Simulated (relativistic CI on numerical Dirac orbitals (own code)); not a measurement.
**Forbidden transitions in Sr V**

Calculated at this level of theory: Dirac-Coulomb-Breit CI, KLI orbitals optimised for each configuration, model QED, valence Slater integrals scaled by 0.85, P86 correlation estimate, and configurations built on the next ion tied to the tabulated ionisation energy (semi-empirical) (own radial code, finite nucleus).

CI space (outside the closed core [Ar] 3d10): 4s2 4p4, 4s2 4p3 4d, 4s2 4p3 5s, 4s2 4p3 5p, 4s2 4p3 5d, 4s2 4p3 6s, 4s2 4p3 4f, 4s2 4p3 5f, 4s 4p5, 4p6, 4s2 4p2 4d2, 4s 4p4 4d, 4s 4p4 4f, 4s2 4p2 4f2, 4p4 4d2, 4s2 4p3 6p, 4p5 4d, 4s2 4p3 6d, 4s2 4p3 5g, 4s 4p4 5s, 4s 4p3 4d2, 4s2 4p2 4d 4f, 4s2 4p3 6f, 4s 4p4 5p. Levels of other configurations are missing.

```tsv
λ vac (nm)	Lower	Upper	Type	A (s⁻¹)	gf	Branching (%)
203.25	4s2 4p3 4d 5D°_3 [13]	4s2 4p3 4d 3F°_4 [34]	M1	9.19e+00	5.12e-08	5.4
205.32	4s2 4p3 4d 5D°_4 [14]	4s2 4p3 4d 3F°_4 [34]	M1	5.14e+01	2.92e-07	30.2
278.91	4s2 4p3 4d 3D°_3 [16]	4s2 4p3 4d 3F°_4 [34]	M1	9.71e+00	1.02e-07	5.7
298.50	4s2 4p4 3P_1 [2]	4s2 4p4 1S_0 [5]	M1	1.95e+02	2.60e-07	97.4
303.46	4s2 4p3 4d 5D°_3 [13]	4s2 4p3 4d 1G°_4 [25]	M1	1.30e+00	1.62e-08	17.7
308.12	4s2 4p3 4d 5D°_4 [14]	4s2 4p3 4d 1G°_4 [25]	M1	4.34e+00	5.56e-08	58.9
328.53	4s2 4p3 4d 5D°_4 [14]	4s2 4p3 4d 3G°_5 [24]	M1	6.75e-01	1.20e-08	39.7
343.21	4s2 4p3 4d 5D°_3 [13]	4s2 4p3 4d 3G°_4 [23]	M1	8.87e-01	1.41e-08	9.6
349.18	4s2 4p3 4d 5D°_4 [14]	4s2 4p3 4d 3G°_4 [23]	M1	6.09e+00	1.00e-07	65.9
377.67	4s2 4p3 4d 3F°_4 [21]	4s2 4p3 4d 3F°_4 [34]	M1	7.16e+00	1.38e-07	4.2
449.94	4s2 4p3 4d 5D°_4 [14]	4s2 4p3 4d 3F°_4 [21]	M1	5.23e+00	1.43e-07	65.8
498.39	4s2 4p3 4d 3G°_4 [23]	4s2 4p3 4d 3F°_4 [34]	M1	1.72e+01	5.76e-07	10.1
506.37	4s2 4p4 3P_2 [1]	4s2 4p4 1D_2 [4]	M1	1.91e+01	3.68e-07	92.7
547.50	4s2 4p3 4d 3G°_5 [24]	4s2 4p3 4d 3F°_4 [34]	M1	1.16e+01	4.70e-07	6.8
615.45	4s2 4p3 4d 1G°_4 [25]	4s2 4p3 4d 3F°_4 [34]	M1	7.51e+00	3.84e-07	4.4
787.69	4s2 4p3 4d 3F°_3 [20]	4s2 4p3 4d 1G°_4 [25]	M1	3.00e-01	2.51e-08	4.1
865.61	4s2 4p4 3P_1 [2]	4s2 4p4 1D_2 [4]	M1	1.37e+00	7.71e-08	6.7
1217.5	4s2 4p3 4d 3F°_4 [21]	4s2 4p3 4d 3G°_5 [24]	M1	8.03e-01	1.96e-07	47.2
1220.1	4s2 4p4 3P_2 [1]	4s2 4p4 3P_1 [2]	M1	1.15e+01	7.73e-07	100.0
1559.2	4s2 4p3 4d 3F°_4 [21]	4s2 4p3 4d 3G°_4 [23]	M1	3.44e-01	1.13e-07	3.7
```

Terms are leading LS components. Brackets give the number of a level in order of energy, since labels repeat. The list gives strong lines, with weight on those to low levels, without configurations that were not tied to measured data, among the lowest 300 of 1499 levels, so that lines to higher ones, which can be the strongest, are missing, and without 4 lines that miss the measured interval by over 7 %, start from a term whose rates miss tabulated ones by over 60 %, have gauges far apart or, lacking measured levels, span too small a gap for the errors found; lines with a level outside our table were not tested and can miss by more. Levels whose partners in the same complex of configurations lie outside the list can be far off, and so can their lines. Rates are taken at the computed energies, electric ones in the length gauge.

Configurations that consist of the next ion and one excited electron were tied to the tabulated ionisation energy; Rydberg ones are usually within 1,000 to 3,000 cm⁻¹ and the lowest ones within about 6,000 (9,000 in d shells), while levels on excited terms of the next ion carry the error of that term, and the other configurations can be misplaced by 10,000 cm⁻¹ or more. Rates follow the energies as ν³ (E1, M1) or ν⁵ (E2), so rates, branching and lifetimes can be off by large factors. 61 of the 69 excited levels that our extract of the measured tables holds in this range could be paired (the sources list more); they are missed by 5035 cm⁻¹ on average and 8682 at most, and levels without a partner can miss by more.

LS names give the leading component of a level, which can be under half, so a name can repeat, a term be missing and a line seem to break the LS rules.
